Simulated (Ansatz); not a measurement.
Geometry optimisation, RKS BHLYP-D4/6-31G* (Ansatz).

The input (input.yaml):

```yaml
crystal:
  periodic: [false, false, false]
  atoms:
    - { symbol: Al, position_ang: [0.0, 0.0, 0.0] }
    - { symbol: H, position_ang: [0.0, 0.0, 1.91] }
    - { symbol: O, position_ang: [1.5415, 0.0, -0.89] }
    - { symbol: H, position_ang: [1.8414, -0.9519, -1.0449] }
    - { symbol: O, position_ang: [-1.5415, 0.0, -0.89] }
    - { symbol: H, position_ang: [-2.0512, -0.8467, -0.6815] }
    - { symbol: Cl, position_ang: [0.1134, 2.3983, 0.7978] }
    - { symbol: H, position_ang: [0.0464, 0.9821, 1.9502] }
basis:
  gaussian: { orbitals: "6-31G*" }
hamiltonian:
  xc: { name: BHLYP }
  dispersion: d4
relax:
  f_tol: 0.15
  max_steps: 25
  restrain:
    - { distance: [0, 6], at: 3.43, k: 30.0 }
    - { distance: [7, 1], at: 1.86, k: 30.0 }
    - { distance: [0, 1], at: 1.56, k: 30.0 }
    - { distance: [7, 6], at: 1.37, k: 30.0 }
```

Command:

```bash
$ ansatz run input.yaml --threads 1 --pin off --max-ram 2048MiB --backend cpu --events-out ev --progress --plain --runs-dir out
```

Where does it end, and by what steps?

The forces met the threshold. The restraints hold the end off the free minimum; the threshold counts their pulls, which the force column leaves out. Restrained pairs: Al1–Cl7 (2.53 → 3.43 Å), H2–H8 (0.98 → 1.86 Å), Al1–H2 (1.91 → 1.56 Å), Cl7–H8 (1.83 → 1.33 Å). After 11 steps the energy has fallen by 1.456 eV (the restraints' own energy left out); H8 moved furthest, 0.66 Å.

```csv
step,energy less start (eV),largest force component (eV/Å),accepted
0,0.0000,3.742,yes
1,0.2322,2.567,yes
2,-0.2749,2.686,yes
3,-0.7406,2.381,yes
4,-0.9636,1.665,yes
5,-1.2279,1.353,yes
6,-1.3250,1.264,yes
7,-1.3926,1.334,yes
8,-1.4471,1.225,yes
9,-1.3987,1.670,no
10,-1.4390,1.392,yes
11,-1.4564,1.239,yes
```

```xyz
8
Properties=species:S:1:pos:R:3
Al 0.023 -0.396 0.057
H -0.119 -0.190 1.601
O 1.590 -0.515 -0.555
H 1.779 -0.627 -1.483
O -1.307 -0.587 -0.970
H -2.217 -0.544 -0.690
Cl 0.096 2.807 1.283
H 0.105 1.635 1.909
```

Run time: 45 s on 1 thread of Arm Neoverse V1 (shared host), peak memory 0.17 GiB.
